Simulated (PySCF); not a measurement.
**TDDFT excited states: C5H10SSi**

C5H10SSi.
Numbering: `[CH3:1]/[CH:2]=[CH:3]/[CH:4]=[CH:5]\[S:6][SiH3:7]` (hydrogens: H8, H9, H10 on C1; H11 on C2; H12 on C3; H13 on C4; H14 on C5; H15, H16, H17 on Si7)

Theory: TDDFT CAM-B3LYP/def2-SVPD, vertical, gas phase, core orbitals frozen in the response in PySCF 2.14.0, density-fitted response routines. Isolated species at its PBE0-D3(BJ)/def2-SVP geometry (one conformer only). Torsions of this conformer, `[CH3:1]/[CH:2]=[CH:3]/[CH:4]=[CH:5]\[S:6][SiH3:7]`: C2–C3–C4–C5 180°, C4–C5–S6–Si7 180°.

Question: What does the calculation give for the low-lying excited states?

Answer: 

```csv
state,λ (nm),E (eV),f,symmetry,"main configurations (H = HOMO, L = LUMO)"
S1,254.8,4.87,0.717,A′,H→L (97%)
S2,238.2,5.21,0.0031,A″,H→L+1 (74%)
S3,220.7,5.62,0.0027,A″,"H→L+2 (66%), H→L+5 (12%)"
S4,205.6,6.03,0.0099,A″,"H→L+3 (71%), H→L+4 (13%)"
S5,196.3,6.32,0.0029,A″,"H→L+5 (26%), H→L+4 (19%), H→L+7 (16%)"
S6,194.6,6.37,0.0001,–,"H→L+4 (50%), H→L+5 (17%), H→L+3 (8%)"
S7,189.2,6.55,0.271,A′,"H-1→L (79%), H→L+6 (11%)"
S8,188.2,6.59,0.0016,–,"H→L+7 (54%), H→L+5 (26%), H→L+6 (8%)"
S9,186.7,6.64,0.026,A′,"H→L+6 (60%), H-1→L (15%), H→L+7 (10%)"
S10,178.1,6.96,0.0001,–,H-2→L (87%)
```

Triplets, Tamm–Dancoff:

| state | E (eV) | λ (nm) | main configurations (H = HOMO, L = LUMO) |
| --- | --- | --- | --- |
| T1 | 2.84 | 436.8 | H→L (88%) |
| T2 | 4.70 | 263.7 | H-1→L (43%), H→L+11 (17%), H-3→L (13%) |
| T3 | 4.97 | 249.4 | H→L+1 (67%) |
| T4 | 5.36 | 231.2 | H→L+2 (44%), H→L+5 (14%), H→L+1 (12%) |

The lowest singlet lies at 4.87 eV (255 nm, ultraviolet) and is strong; its leading configuration is HOMO→LUMO (97%). The lowest level is also the most intense of those listed (f = 0.717). Löwdin shares by element: HOMO carbon 49% or more, sulfur 27% (atoms not listed hold the other 24%); LUMO carbon 73% or more (atoms not listed hold the other 27%). Of the 10 states listed, 3 reach f = 0.01 and 2 stay under 0.0005. The listed states span 2.09 eV. Orbital energies (eV): HOMO-3 -11.01, HOMO-2 -10.10, HOMO-1 -9.15, HOMO -7.15, LUMO 0.16, LUMO+1 0.89, LUMO+2 1.15. All these states lie below the vertical ionisation energy of 7.73 eV (ΔSCF). Symmetry labels in Cs follow from the direction of the transition dipole and are given only for states with f of 0.002 or more. Only the lowest 10 singlets were computed, as vertical energies without vibronic structure.

Hardware: one thread of an Arm Neoverse V2 (shared host). Cost: 77 s wall, 1.3 GiB resident at most.
